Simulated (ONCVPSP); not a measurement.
# u(r) = r·R(r): atom against pseudo-atom (aluminium (Al))

Columns: radius, all-electron u(r) and pseudo u(r) of the 2s shell (level -107.06 eV) of aluminium in the configuration [He] 2s2 2p6 3s2 3p1; LDA (Perdew-Wang 92), non-relativistic, ONCV scheme, ONCVPSP 4.0.1.

| r (bohr) | all-electron | pseudo |
| --- | --- | --- |
| 0.057 | -0.5924 | 0.2073 |
| 0.115 | -0.3854 | 0.4137 |
| 0.172 | 0.0495 | 0.6072 |
| 0.230 | 0.4886 | 0.7885 |
| 0.288 | 0.8382 | 0.9471 |
| 0.345 | 1.0776 | 1.0744 |
| 0.402 | 1.2226 | 1.1681 |
| 0.460 | 1.2921 | 1.2260 |
| 0.518 | 1.3017 | 1.2457 |
| 0.575 | 1.2700 | 1.2310 |
| 0.632 | 1.2111 | 1.1880 |
| 0.690 | 1.1335 | 1.1223 |
| 0.747 | 1.0479 | 1.0435 |
| 0.805 | 0.9569 | 0.9557 |
| 0.862 | 0.8676 | 0.8674 |
| 0.920 | 0.7796 | 0.7796 |
| 0.977 | 0.6977 | 0.6977 |
| 1.035 | 0.6200 | 0.6200 |
| 1.092 | 0.5497 | 0.5497 |
| 1.150 | 0.4846 | 0.4846 |
| 1.208 | 0.4258 | 0.4258 |
| 1.265 | 0.3739 | 0.3739 |
| 1.322 | 0.3277 | 0.3277 |
| 1.380 | 0.2858 | 0.2858 |
| 1.438 | 0.2489 | 0.2489 |
| 1.495 | 0.2168 | 0.2168 |

**Question.** How many radial nodes do the two functions have?

**Answer.** The all-electron 2s function has n − l − 1 = 1; the pseudo-wave has 0, since the states of the same l below it are removed with the core.

**Question.** At about which radius was the pseudo-wave matched?

**Answer.** 0.95 bohr. The columns agree to 0.0005 from 0.86 bohr on; several derivatives are matched, so the curves merge somewhat inside the radius.

**Question.** Where does each function peak?

**Answer.** Outermost all-electron maximum near 0.52 bohr, pseudo maximum near 0.52 bohr (to the table’s step).

**Question.** Is the pseudo-wave norm-conserving?

**Answer.** Yes: the ONCV scheme keeps the norm inside the radius equal to the all-electron one, which fixes the energy derivative of the logarithmic derivative at the level.
